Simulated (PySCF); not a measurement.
A GIAO shielding run with PySCF 2.14.0 with density-fitted response routines (density fitting, non-relativistic, gas phase) on `InChI=1S/C5H14SSi2/c1-6-4-2-5(3-4)8-7/h4-5H,2-3,8H2,1,7H3/t4-,5-`:

```
$ OMP_NUM_THREADS=1 python probes_run.py task.json out

{"job": {"kind": "nmr", "xc": "PBE0", "basis": "pcSseg-1"}, "charge": 0, "multiplicity": 1}
C     -3.910805    -0.140708    -0.029515
S     -2.780027     1.277994    -0.063636
C     -1.214965     0.370569     0.146002
C     -0.757574    -0.501019    -1.027093
C      0.646897     0.117315    -0.898700
Si     1.931025    -0.999984    -0.045534
Si     3.873167     0.170853     0.389914
C      0.057161     1.209152     0.013702
H     -3.680379    -0.806429    -0.856423
H     -4.915900     0.252893    -0.136223
H     -3.812137    -0.660815     0.919630
H     -1.277754    -0.172919     1.089936
H     -1.255878    -0.231215    -1.957815
H     -0.835787    -1.577600    -0.879870
H      1.038059     0.503540    -1.842172
H      2.107377    -2.163867    -0.928159
H      1.288633    -1.532090     1.168641
H      4.317828     0.981591    -0.746895
H      3.742674     1.090208     1.523888
H      4.974096    -0.738360     0.715311
H      0.583162     1.422416     0.943584
H     -0.129284     2.147861    -0.506287
```

Hardware: 1 thread of an Arm Neoverse V1, shared host. The job also computes population analyses, field gradients, ring-centre shieldings.

Problem. How large is the calculation?

Solution. 88 electrons, 227 basis functions and 1246 auxiliary functions.

Problem. How long does it take, and how much memory does it need?

Solution. 45 s of wall time, with 12 SCF cycles and 5 response iterations; peak memory 1.1 GiB. Times on a shared host scatter by some tens of per cent.
